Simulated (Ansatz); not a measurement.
Other settings, tried on Li₂Br₂.

```yaml
crystal:
  periodic: [false, false, false]
  atoms:
    - {symbol: Li, position_ang: [1.212266, -0.490388, 0.280045]}
    - {symbol: Li, position_ang: [-1.212219, 0.490517, -0.279905]}
    - {symbol: Br, position_ang: [-0.797585, -1.287917, 1.196706]}
    - {symbol: Br, position_ang: [0.797538, 1.287788, -1.196847]}
basis:
  gaussian: {orbitals: def2-mTZVPP}
hamiltonian: {xc: {name: PBE}, dispersion: d3bj}
output: {forces: true}
```

```sh
$ ansatz run in.yaml --threads 2 --pin off --events-out ev --progress --plain --max-ram 4352MiB
```

It prints (some lines left out):

```
Functional definition: PBE
998 factors; their error is unknown
mean field evaluation 1: about -140484.1301 eV, gradient 2.1e1 eV
mean field evaluation 2: about -140484.0747 eV, gradient 2.4e1 eV
mean field evaluation 4: about -140485.6501 eV, gradient 4.8e-1 eV
mean field evaluation 8: about -140485.6108 eV, gradient 7.4e-2 eV
mean field -140485.61079726 eV, -5162.7509722322 hartree, gradient 6.5e-5 eV, S^2 0.000000; 0 other end points of the search recorded, 0 dependent functions left out
reference -140485.61084198 eV, -5162.7509738755 hartree; 38, 38 occupied and 56, 56 virtual orbitals, 998 factors
Total energy: -140485.72827281 eV, -5162.7552893789 hartree
Atom 0 at     1.212266    -0.490388     0.280045 Å, force     0.038976    -0.016174     0.009220 eV/Å
Atom 1 at    -1.212219     0.490517    -0.279905 Å, force    -0.039186     0.015964    -0.009273 eV/Å
Atom 2 at    -0.797585    -1.287917     1.196706 Å, force    -0.040839    -0.066401     0.061801 eV/Å
Atom 3 at     0.797538     1.287788    -1.196847 Å, force     0.041050     0.066610    -0.061747 eV/Å
Dipole moment:     0.000063     0.000139     0.000144 e Å
```

Run time 1.6 s (2 threads of Arm Neoverse V1 on a shared host).
